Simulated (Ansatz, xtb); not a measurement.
FGeHNO+: where a starting geometry ends

The starting geometry of this gas-phase singlet has its atoms placed at random.

```yaml
atoms:
  - { symbol: F, position_ang: [-0.3079, -0.8110, 1.3207] }
  - { symbol: Ge, position_ang: [-0.1480, 0.4817, 0.4592] }
  - { symbol: N, position_ang: [0.5156, -1.2066, -1.2161] }
  - { symbol: O, position_ang: [-0.9188, -0.7129, -0.7099] }
  - { symbol: H, position_ang: [0.6726, -0.1098, -0.7428] }
```

Q: One run relaxed it with r2SCAN-D4/def2-SVP. What is a likely outcome?

A: It ends as a structure given below by its coordinates. Distances that change by over a tenth: F1–Ge2 (1.56 → 1.73 Å), Ge2–O4 (1.84 → 2.27 Å), N3–H5 (1.20 → 1.07 Å). Contacts that open: Ge2–H5 (1.57 → 2.93 Å). Contacts that close: N3–O4 (1.60 → 1.20 Å).

The energy falls by 5.96 eV over 20 steps:

```tsv
step	E − E(last) (eV)
1	5.958
3	2.194
5	0.622
7	0.560
9	0.284
12	0.162
14	0.066
16	0.008
18	0.000
20	0.000
```

Final geometry (Å):

```yaml
atoms:
  - { symbol: F, position_ang: [0.3754, -0.4035, 1.2888] }
  - { symbol: Ge, position_ang: [-1.1381, 0.3658, 0.9559] }
  - { symbol: N, position_ang: [0.3304, -0.9273, -1.4282] }
  - { symbol: O, position_ang: [-0.6720, -0.3175, -1.1552] }
  - { symbol: H, position_ang: [0.9179, -1.0762, -0.5503] }
```

From the same start GFN2-xTB reaches the same bonding as this run.

From so rough a start the end depends on the optimiser's path, so another program may land elsewhere. The end wasn't checked by frequencies. Run with Ansatz 0.2.0, 110 s on 1 thread of AMD EPYC (Zen 3), with other jobs on the host.
